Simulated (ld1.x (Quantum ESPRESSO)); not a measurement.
**Varying the PAW potential for oxygen**

Base potential:

- Element: oxygen (O)
- Generator: ld1.x (Quantum ESPRESSO) 7.5
- Type: PAW
- Functional: PBE
- Relativity: scalar-relativistic
- Frozen core: [He]
- Valence charge: 6
- Reference configuration: 2s1.5 2p4.5
- Partial waves: 2s (bound): rcut 0.95, rcutus 1.05 bohr; 2s channel at 0.05 Ry: rcut 0.95, rcutus 1.05 bohr; 2p (bound): rcut 1.85, rcutus 2.10 bohr; 2p channel at -0.3 Ry: rcut 1.85, rcutus 2.10 bohr; 3d channel at 0.1 Ry: rcut 1.40, rcutus 1.65 bohr; 3d channel at 0.45 Ry: rcut 1.40, rcutus 1.65 bohr
- Local potential: all-electron potential smoothed inside 1.10 bohr (lloc = -1)
- Core correction: Bessel-smoothed model core inside 1.10 bohr
- Augmentation charge: PSQ, inside the norm-conserving radii

Cutoffs, loose and tight: the cutoffs (Ry, on a coarse ladder) from which the occupation-weighted sum of valence levels, in a spherical-Bessel basis at the reference potential, stays within 10 and 1 mRy of its value at 400 Ry. They do not see the model core or the augmentation charge, which bear on the density cutoff. Test errors are all-electron minus pseudo excitation energies from the reference, over the configurations 2s2 2p4; 2s2 2p3; 2s2 2p2; 2s1 2p4; 2s0 2p6; 2s2 2p3.5; 2s1 2p5. A dash means not determined; rows that change the core or the reference have their own tests.

Cutoffs are not given where the Bessel-basis levels miss the radial ones by over 6 mRy, ghosts where they miss by over 20 mRy; a channel whose overlap is not positive is not tested.

A file whose overlap is not positive is unfit for use, and its test errors describe a broken file.

```tsv
change	outcome	cutoff, loose	cutoff, tight	bound ghosts	largest test error (meV)
base	generated, overlap not positive	–	–	not determined (overlap not positive)	-97
waves 2s (bound): rcut 0.95, rcutus 1.06 bohr; 2s channel at 0.05 Ry: rcut 0.95, rcutus 1.06 bohr	generated, overlap not positive	–	–	not determined (overlap not positive)	-97
waves 3d channel at 0.1 Ry: rcut 1.40, rcutus 1.84 bohr; 3d channel at 0.45 Ry: rcut 1.40, rcutus 1.84 bohr	generated, overlap not positive	–	–	not determined (overlap not positive)	-97
functional BP86; removed wave 3d channel at 0.45 Ry: rcut 1.40, rcutus 1.65 bohr	generated	21 Ry	40 Ry	none	-98
local potential all-electron potential smoothed inside 0.92 bohr (lloc = -1)	generated, overlap not positive	–	–	not determined (overlap not positive)	-97
wave 2s channel at 0.05 Ry: rcut 0.95, rcutus 1.05 bohr becomes 2s channel at -1.56 Ry: rcut 0.95, rcutus 1.05 bohr	generated, overlap not positive	–	–	not determined (overlap not positive)	-94
local potential all-electron potential smoothed inside 1.25 bohr (lloc = -1)	generated	21 Ry	40 Ry	none	-97
non-relativistic	generated, overlap not positive	–	–	not determined (overlap not positive)	-96
core correction Bessel-smoothed model core inside 1.04 bohr	generated, overlap not positive	–	–	not determined (overlap not positive)	-97
all radii but the core radius scaled by about 0.85 (s 0.90, p 1.80, d 1.40 bohr, rcut 0.80/1.58/1.20); local potential all-electron potential smoothed inside 0.94 bohr (lloc = -1)	generated, overlap not positive	–	–	not determined (overlap not positive)	-20
```

Task: What comes out with this change to the base: augmentation BESSEL, radius 0.95 bohr?

Result: outcome: generated, overlap not positive; bound ghosts: not determined (overlap not positive); largest test error (meV): +23. A file whose overlap is not positive is unfit for use, and its test errors describe a broken file.

Task: What comes out with this change to the base: waves 2p (bound): rcut 1.85, rcutus 2.02 bohr; 2p channel at -0.3 Ry: rcut 1.85, rcutus 2.02 bohr?

Result: outcome: generated, overlap not positive; bound ghosts: not determined (overlap not positive); largest test error (meV): +16. A file whose overlap is not positive is unfit for use, and its test errors describe a broken file.

Task: What comes out with this change to the base: type RRKJ; waves now 2s (bound): rc 1.05 bohr; 2p (bound): rc 2.10 bohr; 3d channel at 0.1 Ry: rc 1.65 bohr; local potential the d channel?

Result: outcome: generated; cutoff, loose: 70 Ry; cutoff, tight: 90 Ry; bound ghosts: none; largest test error (meV): +1382.
